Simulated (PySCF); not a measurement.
**A ladder of Hamiltonians for Sm⁵⁰⁺ (samarium, charge +50)**

Occupied: 1s1/2, 2s1/2, 2p1/2, 2p3/2, 3s1/2. Hartree-Fock calculated with PySCF 2.14 in an even-tempered Gaussian basis (20 s from 5.8 bohr⁻², ratio 2.3; 16 p from 6.9 bohr⁻², ratio 2.3), Gaussian nucleus throughout. NR is non-relativistic, sf-X2C the spin-free one-electron X2C Hamiltonian, X2C adds the bare one-electron spin-orbit term, X2C-SNSO screens it by Boettger's factors, DC is four-component Dirac-Coulomb, and the Gaunt and Breit terms are added at first order (total energies over the DC spinors, levels after relaxing the spinors in that mean field). QED terms are absent. Levels marked empty are virtual spinors of this ion; the basis has s and p functions only, so 3d, which can lie below the n = 4 levels, is absent.

```json
{"Hamiltonian": "NR", "E (hartree)": "-7481.0934", "E − E(DC) (hartree)": "365.8336", "CPU seconds": "0.73"}
{"Hamiltonian": "sf-X2C", "E (hartree)": "-7839.2014", "E − E(DC) (hartree)": "7.7255", "CPU seconds": "0.43"}
{"Hamiltonian": "X2C", "E (hartree)": "-7844.3440", "E − E(DC) (hartree)": "2.5830", "CPU seconds": "0.56"}
{"Hamiltonian": "X2C-SNSO", "E (hartree)": "-7844.0010", "E − E(DC) (hartree)": "2.9260", "CPU seconds": "0.56"}
{"Hamiltonian": "DC", "E (hartree)": "-7846.9270", "E − E(DC) (hartree)": "0.0000", "CPU seconds": "30"}
{"Hamiltonian": "DC+Gaunt", "E (hartree)": "-7838.6860", "E − E(DC) (hartree)": "8.2410", "CPU seconds": "52"}
{"Hamiltonian": "DC+Breit", "E (hartree)": "-7839.4150", "E − E(DC) (hartree)": "7.5119", "CPU seconds": "150"}
```

| level (eV) | NR | sf-X2C | X2C | X2C-SNSO | DC | DC+Gaunt | DC+Breit |
| --- | --- | --- | --- | --- | --- | --- | --- |
| 1s1/2 | -48089.3 | -50726.0 | -50719.7 | -50720.1 | -50770.0 | -50636.2 | -50645.1 |
| 2s1/2 | -10508.3 | -11244.5 | -11242.9 | -11243.0 | -11249.5 | -11235.5 | -11236.5 |
| 2p1/2 | -10178.3 | -10422.5 | -10877.6 | -10861.2 | -10864.7 | -10840.3 | -10842.8 |
| 2p3/2 | -10178.3 | -10422.5 | -10228.0 | -10234.1 | -10238.7 | -10221.8 | -10224.3 |
| 3s1/2 | -4324.2 | -4552.6 | -4552.4 | -4552.4 | -4553.9 | -4550.2 | -4550.7 |
| 3p1/2 (empty) | -4133.4 | -4228.9 | -4345.2 | -4341.1 | -4341.9 | -4335.8 | -4336.6 |
| 3p3/2 (empty) | -4133.4 | -4228.9 | -4178.8 | -4180.3 | -4181.3 | -4177.1 | -4177.9 |
| 4s1/2 (empty) | -2305.0 | -2399.6 | -2399.5 | -2399.6 | -2400.1 | -2398.7 | -2398.9 |

```csv
interval (eV),X2C,X2C-SNSO,DC,DC+Gaunt,DC+Breit
2p3/2 − 2p1/2,649.6,627.1,625.9,618.5,618.5
3p3/2 − 3p1/2,166.5,160.7,160.7,158.7,158.7
```

Weight of the small component: 1s1/2 0.0532, 2s1/2 0.0121, 2p1/2 0.0120, 2p3/2 0.0112, 3s1/2 0.00467, 3p1/2 0.00457, 3p3/2 0.00438, 4s1/2 0.00238.

Koopmans' value for the highest occupied level at DC+Breit: 4550.7 eV, against an ionisation energy of 4548 ± 4 eV (theoretical estimate listed by NIST; NIST Atomic Spectra Database, ionization energies); the former lacks relaxation, correlation, QED and recoil.

The whole ladder took 240 s of wall time on 1 thread of Neoverse-N1 (shared host), launched as `OMP_NUM_THREADS=1 python relrun2.py TASK.json OUT` (a driver that calls PySCF for each Hamiltonian).
